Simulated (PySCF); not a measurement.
Simulation results for AlH$_{6}$NSi

Calculation on a computer-drawn molecule: optimised geometry and harmonic frequencies of an isolated molecule of the commonest isotopes, restricted reference for singlets and unrestricted otherwise, frozen core in MP2. Program: PySCF 2.14.0.

```json
{"formula": "AlH6NSi", "start_structure": {"atoms_angstrom": [["Al", -1.4895, 0.6846, 2.4311], ["N", -0.7756, 0.6021, 0.8017], ["Si", -0.6432, -0.7183, -0.3897], ["H", -0.6358, 0.4491, 3.6642], ["H", -2.9359, 1.1244, 2.6484], ["H", -0.3969, 1.5296, 0.4324], ["H", -1.2278, -1.9196, 0.2756], ["H", -1.355, -0.2963, -1.609], ["H", 0.8059, -0.8621, -0.6693]]}, "given": {"charge": 0, "multiplicity": 1, "method": "HF", "basis": "cc-pV(D+d)Z", "drawn_bonds_atom": [1, 2, 1, 1, 2, 3, 3, 3], "drawn_bonds_other_atom": [2, 3, 4, 5, 6, 7, 8, 9], "drawn_bonds_order": [1, 1, 1, 1, 1, 1, 1, 1]}, "results": {"optimised_atom_element": ["Al", "N", "Si", "H", "H", "H", "H", "H", "H"], "optimised_atom_x [angstrom]": [-1.532, -0.9901, -0.5217, -1.639, -1.882, -0.944, -0.6293, -1.39, 0.8732], "optimised_atom_y [angstrom]": [0.7254, 0.6604, -0.6627, -0.6142, 2.14, 1.553, -1.909, -0.7773, -0.522], "optimised_atom_z [angstrom]": [2.42, 0.7204, -0.2948, 3.241, 3.025, 0.2535, 0.4952, -1.493, -0.782], "modes_frequency [cm^-1]": [100.7, 192.9, 196.2, 529.6, 546.8, 617.8, 658.5, 786.5, 823.0, 842.5, 949.0, 1023, 1047, 1078, 1236, 1998, 2013, 2278, 2296, 2320, 3738], "modes_reduced_mass [dalton]": [1.214, 1.295, 3.044, 1.368, 1.068, 2.12, 1.173, 1.251, 1.332, 1.256, 3.366, 1.05, 1.06, 1.077, 1.394, 1.049, 1.035, 1.05, 1.039, 1.03, 1.074], "rotational_constants [GHz]": [28.82, 2.984, 2.79], "total_energy [hartree]": -588.8485, "convergence_status_largest_gradient_component [hartree/bohr]": 1.494e-05}}
```
